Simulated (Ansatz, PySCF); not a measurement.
System: CH₃Li, charge 0, multiplicity 1. 
Geometry from a B3LYP-D3(BJ)/def2-TZVP (Ansatz, a first-principles code) optimisation:
SMILES: [Li][CH3]
```xyz
5

Li    -1.1054    -0.6446    -0.9312
C      0.2701     0.1575     0.2275
H      0.8519    -0.5947     0.7758
H     -0.1547     0.8270     0.9867
H      0.9987     0.7566    -0.3338
```
Charge 0, spin multiplicity 1.

Total electronic energies in hartree. Valence correlation only, unless marked. Spin-orbit coupling is left out. Non-relativistic. CBS(X,Y): correlation extrapolated as X^-3; Hartree-Fock from the larger set. [CCSD(T)-MP2]/basis is that difference in the basis named.

| level | program | energy (Eh) |
|---|---|---|
| HF/def2-QZVPP | Ansatz | -47.03977 |
| RI-HF/def2-TZVPP | Ansatz | -47.03695 |
| SVWN5/def2-TZVPD | Ansatz | -46.87854 |
| PBE-D3(BJ)/def2-TZVPD | Ansatz + dftd3 | … |
| BLYP-D4/def2-TZVPD | Ansatz + dftd4 | -47.38724 |
| TPSS-D3(BJ)/def2-TZVPD | PySCF + dftd3 | -47.42632 |
| M06-L-D4/def2-TZVPD | PySCF + dftd4 | -47.41446 |
| r2SCAN-D3(BJ)/def2-TZVPD | Ansatz + dftd3 | -47.37629 |
| B3LYP/def2-TZVPD | Ansatz | -47.42462 |
| B3LYP/def2-TZVPD | PySCF | -47.42466 |
| PBE0-D3(BJ)/def2-TZVP | Ansatz + dftd3 | -47.33743 |
| BHLYP/def2-TZVPD | Ansatz | -47.37992 |
| MP2/6-31G* | Ansatz | -47.16185 |
| MP2/def2-QZVPPD | Ansatz | -47.25890 |
| RI-MP2/def2-TZVPPD | Ansatz | -47.24411 |
| RI-MP2/def2-QZVPPD | Ansatz | -47.25884 |
| RI-MP2/CBS(def2-TZVPPD,def2-QZVPPD) | Ansatz | -47.2677 |
| SCS-MP2/STO-3G | Ansatz | -46.49623 |
| CCSD/def2-QZVPPD | Ansatz | -47.27266 |
| CCSD/CBS(def2-TZVPP,def2-QZVPP) | Ansatz | -47.2801 |
| RI-MP2/CBS(def2-TZVPP,def2-QZVPP)+[CCSD(T)-MP2]/def2-TZVPP | Ansatz | -47.2927 |
| RI-MP2/CBS(def2-TZVPPD,def2-QZVPPD)+[CCSD(T)-MP2]/def2-TZVPPD | Ansatz | -47.2924 |
| CCSD(T)/CBS(def2-TZVPPD,def2-QZVPPD) | Ansatz | -47.2891 |

### Question
Complete the blanks.

### Answer

- PBE-D3(BJ)/def2-TZVPD, energy (Eh): -47.32655
